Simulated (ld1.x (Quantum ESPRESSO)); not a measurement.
**Ranking TM semilocal potentials for Nd (Z = 60)**

All share these settings but for the change named:

```
Element                 : Nd
Generator               : ld1.x (Quantum ESPRESSO) 7.5
Type                    : norm-conserving Troullier–Martins (semilocal form)
Functional              : PBEsol
Relativity              : scalar-relativistic
Frozen core             : [Kr] 4d10
Valence charge          : 14
Reference configuration : 4f4 5s2 5p6 5d0 6s0 6p0 (charge +2)
Partial waves           : 5s (bound): rc 2.30 bohr; 5p (bound): rc 2.15 bohr; 4f (bound): rc 1.55 bohr; 5d (bound, empty): rc 2.30 bohr
Local potential         : the d channel
Core correction         : Bessel-smoothed model core inside 1.15 bohr
```

Cutoff: the first of the cutoffs (Ry, on a coarse ladder) from which the occupation-weighted sum of valence levels, in a spherical-Bessel basis at the reference potential, stays within 10 and 1 mRy of its value at 400 Ry; the density cutoff is not measured.

The base gives 160 Ry.

Of 11 variants that were run, those that failed, showed a ghost or another fault, or gave nearly equal values are left out.

In the semilocal form every listed channel keeps its own potential, so the choice of the local channel does not act on these tests. It acts once the file is put into the separable form.

A variant can come out equal or close to the base.

Question: Rank these variants from softest to hardest (loose cutoff).
A. wave 4f (bound): rc 1.55 bohr becomes 4f (bound): rc 1.24 bohr
B. all radii but the core radius scaled by about 0.86 (s 1.98, p 1.84, d 1.98, f 1.34 bohr)
C. core [Kr] 4d10 5s2, valence charge 12; reference 4f3 5p6 5d1 6s2 6p0; waves now 6s (bound): rc 2.90 bohr; 5p (bound): rc 2.65 bohr; 5d (bound): rc 2.65 bohr; 4f (bound): rc 1.10 bohr; local potential the f channel; core correction Bessel-smoothed model core inside 0.85 bohr
D. functional PW91

Answer: D (160 Ry), B (200 Ry), A (230 Ry), C (260 Ry).
